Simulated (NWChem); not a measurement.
Molecule: SeCl2; SMILES Cl[Se]Cl

This build's default masses of Se (78.918 u) and Br (79.917 u) are each other's, which moves their modes by up to 0.6 %.

Question: Give the equilibrium geometry at B3LYP/6-31G* (spherical d) (NWChem) as an XYZ file, with the point group.

Answer: point group C2v; any orientation.
```
3

Se     0.0000     0.0000     0.6874
Cl    -1.7111     0.0000    -0.6870
Cl     1.7111     0.0000    -0.6870
```
